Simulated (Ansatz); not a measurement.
Geometry optimisation, RKS PBE/def2-SVP in Ansatz 0.2.0.

input.yaml

```yaml
crystal:
  periodic: [false, false, false]
  atoms:
    - { symbol: W, position_ang: [-0.012829, 0.120581, 0.098364] }
    - { symbol: Cl, position_ang: [0.204301, 0.180269, 2.483862] }
    - { symbol: O, position_ang: [1.889606, -0.360555, 0.041765] }
    - { symbol: H, position_ang: [2.055252, -1.295138, 0.269555] }
    - { symbol: O, position_ang: [-0.635526, 1.900774, 0.261699] }
    - { symbol: H, position_ang: [-1.547551, 2.102829, 0.541244] }
    - { symbol: O, position_ang: [-1.925232, -0.167429, -0.073452] }
    - { symbol: H, position_ang: [-2.214188, -1.065037, -0.321927] }
    - { symbol: O, position_ang: [-0.092082, -1.829819, 0.215805] }
    - { symbol: H, position_ang: [-0.852285, -2.252934, 0.656208] }
    - { symbol: O, position_ang: [0.257785, 0.377676, -1.777351] }
    - { symbol: H, position_ang: [1.134115, 0.113527, -2.114004] }
    - { symbol: O, position_ang: [2.211216, 2.20744, 0.831904] }
    - { symbol: H, position_ang: [2.670233, 1.365197, 0.627449] }
    - { symbol: H, position_ang: [1.846087, 2.01322, 1.735079] }
basis:
  gaussian: { orbitals: def2-SVP }
hamiltonian:
  xc: pbe
relax:
  f_tol: 0.03
  max_steps: 50
```

Run as:

```bash
$ ansatz run input.yaml --threads 4 --pin off --max-ram 5120MiB --backend cpu --events-out ev --progress --plain --runs-dir out
```

Where does it end, and by what steps?

It converged. The force dipped under the threshold on the way, but the program's further checks kept it going. After 28 steps the energy has fallen by 0.286 eV; H15 moved furthest, 1.19 Å. Joined: W1–O13 (3.14 → 2.35 Å).

```
step  energy less start (eV)  largest force component (eV/Å)  accepted
   0                  0.0000                           0.594       yes
   1                 -0.0014                           0.701       yes
   2                 -0.0244                           0.539       yes
   3                 -0.0757                           0.868       yes
   4                 -0.1586                           1.409       yes
   5                 -0.1410                           1.511        no
   6                 -0.2325                           0.306       yes
   7                 -0.2531                           0.218       yes
   8                 -0.2608                           0.153       yes
   9                 -0.2634                           0.070       yes
  10                 -0.2649                           0.044       yes
  11                 -0.2660                           0.188       yes
  12                 -0.2671                           0.066       yes
  13                 -0.2687                           0.066       yes
  14                 -0.2550                           0.864        no
  15                 -0.2700                           0.119       yes
  16                 -0.2714                           0.200       yes
  17                 -0.2725                           0.112       yes
  18                 -0.2728                           0.324       yes
  19                 -0.2768                           0.111       yes
  20                 -0.2754                           0.425        no
  21                 -0.2789                           0.079       yes
  22                 -0.2802                           0.299       yes
  23                 -0.2820                           0.157       yes
  24                 -0.2846                           0.072       yes
  25                 -0.2855                           0.042       yes
  26                 -0.2860                           0.029       yes
  27                 -0.2862                           0.038       yes
  28                 -0.2863                           0.018       yes
```

```xyz
15
Properties=species:S:1:pos:R:3
W 0.197 0.127 0.223
Cl 0.495 -0.002 2.616
O 1.989 -0.648 0.035
H 1.894 -1.623 0.077
O -0.493 1.936 0.580
H -1.472 1.937 0.573
O -1.747 -0.011 0.021
H -2.068 -0.838 -0.387
O -0.090 -1.824 0.220
H -0.921 -2.131 0.628
O 0.391 0.518 -1.644
H 1.281 0.309 -1.991
O 1.874 1.753 0.474
H 2.380 1.437 1.252
H 1.277 2.470 0.800
```

Whether the end is a true minimum wasn't checked by a vibrational analysis.

The run took 52 s on 4 threads of Intel(R) Xeon(R) 6975P-C (Granite Rapids), with other jobs on the host, peak memory 0.29 GiB.
